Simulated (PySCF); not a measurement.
5-hexen-2-ol, C6H12O.
SMILES with atom numbers: `[CH2:1]=[CH:2][CH2:3][CH2:4][C@@H:5]([CH3:6])[OH:7]` (hydrogens: H8, H9 on C1; H10 on C2; H11, H12 on C3; H13, H14 on C4; H15 on C5; H16, H17, H18 on C6; H19 on O7)

Method: PBE0-D3(BJ)/def2-SVP geometry optimisation, gas phase (PySCF); density fitting, grid level 2; the optimiser is geomeTRIC in internal coordinates, started from a GFN2-xTB structure.

Step 0: E = -8448.4987 eV
```
atom  x, y, z in Å  |  force x, y, z in eV/Å
C1      3.2249    0.9586   -0.0968    0.337   0.176  -0.103
C2      2.3158    0.0027   -0.0744   -0.661  -0.088   0.451
C3      1.0221    0.0797    0.6684    0.029  -0.162  -0.753
C4     -0.1721   -0.0423   -0.2830   -0.156   0.178   1.105
C5     -1.5030   -0.0918    0.4790   -0.079  -0.570  -0.628
C6     -2.6848   -0.1086   -0.4918    0.481   0.097   0.652
O7     -1.5527   -1.1946    1.3588    0.035   0.007   0.077
H8      4.1429    0.8650   -0.6520    0.516  -0.098  -0.341
H9      3.0896    1.8788    0.4479   -0.123   0.535   0.339
H10     2.4758   -0.9118   -0.6320    0.156  -0.441  -0.306
H11     0.9670   -0.7356    1.3957   -0.105  -0.188   0.251
H12     0.9598    1.0228    1.2137   -0.014   0.278   0.255
H13    -0.1846    0.8063   -0.9692    0.039   0.226  -0.314
H14    -0.0706   -0.9547   -0.8787   -0.036  -0.271  -0.284
H15    -1.5796    0.7827    1.1343    0.006   0.252   0.087
H16    -2.7143    0.8102   -1.0707   -0.060   0.371  -0.331
H17    -3.6161   -0.2058    0.0612   -0.387  -0.038   0.185
H18    -2.5984   -0.9499   -1.1787    0.022  -0.330  -0.308
H19    -1.5315   -2.0023    0.8318    0.001   0.065  -0.033
```

**Question.** Estimate the geometry and energy of step 1. (The exact step hangs on the optimiser's Hessian estimate; all steps are aligned on step 0, rigid shifts and turns removed.)

**Answer.** E = -8448.5581 eV, largest force 0.189 eV/Å
```
atom  x, y, z in Å  |  force x, y, z in eV/Å
C1      3.2633    0.9504   -0.0885    0.029   0.071   0.031
C2      2.3256    0.0032   -0.0623    0.032  -0.107  -0.113
C3      1.0197    0.0890    0.6541   -0.053   0.041   0.155
C4     -0.1859   -0.0095   -0.2743    0.009  -0.063  -0.165
C5     -1.5160   -0.1008    0.4669    0.059   0.116   0.137
C6     -2.7039   -0.1278   -0.4767   -0.041  -0.003  -0.093
O7     -1.5342   -1.1993    1.3525   -0.020   0.001  -0.012
H8      4.1969    0.8225   -0.6438   -0.021  -0.009   0.014
H9      3.1327    1.8936    0.4548    0.008  -0.023  -0.023
H10     2.5012   -0.9256   -0.6262   -0.008   0.049   0.034
H11     0.9384   -0.7289    1.3935    0.011   0.040  -0.035
H12     0.9692    1.0329    1.2262    0.001  -0.053  -0.011
H13    -0.1998    0.8527   -0.9647   -0.015  -0.040   0.034
H14    -0.0882   -0.9088   -0.9177    0.004   0.065   0.030
H15    -1.6042    0.7865    1.1224   -0.009  -0.060  -0.036
H16    -2.7468    0.7824   -1.0962   -0.002  -0.037   0.022
H17    -3.6443   -0.2105    0.0882    0.026  -0.003   0.001
H18    -2.6375   -0.9922   -1.1621   -0.007   0.030   0.028
H19    -1.4963   -2.0006    0.8173   -0.001  -0.015   0.002
```

The energy changes by -0.0594 eV. The first-order estimate −F·Δx gives -0.1309 eV and the mean of the old and new forces, exact on a quadratic surface, -0.0593 eV. The step makes an angle of 73° with the force vector and moves no atom by more than 0.069 Å.

What follows is the cost of the whole optimisation. On one thread of an Arm Neoverse V2, shared host with 48 logical CPUs at a one-minute load of 26, this took 48 s wall and 0.80 GiB of memory at its peak.
